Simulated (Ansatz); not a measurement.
Ti(Cl)3(NH2) anion (Cl3H2NTi), SMILES [Ti]([Cl])([Cl])([Cl])[NH2] (connectivity only; charge and spin as stated), charge -1, multiplicity 2.

Geometry: B3LYP-D3(BJ)/def2-SVPD. The spin state was assumed, not searched. The isomer is the one that the SMILES or the coordinates give; other isomers of the formula were not compared. The values are those of a single conformer.

Two levels are set side by side: PBE/def2-SVPD (Ansatz, a program for electronic structure) and CAM-B3LYP/def2-SVPD (Ansatz). Energy differences of separate SCF runs at the same geometry; the states with an electron removed or added have multiplicity 1. Differences are taken from unrounded values.

| quantity | CAM-B3LYP | PBE | PBE minus CAM-B3LYP |
|---|---|---|---|
| vertical ionisation energy (eV) | 3.41 | 2.28 | -1.13 |
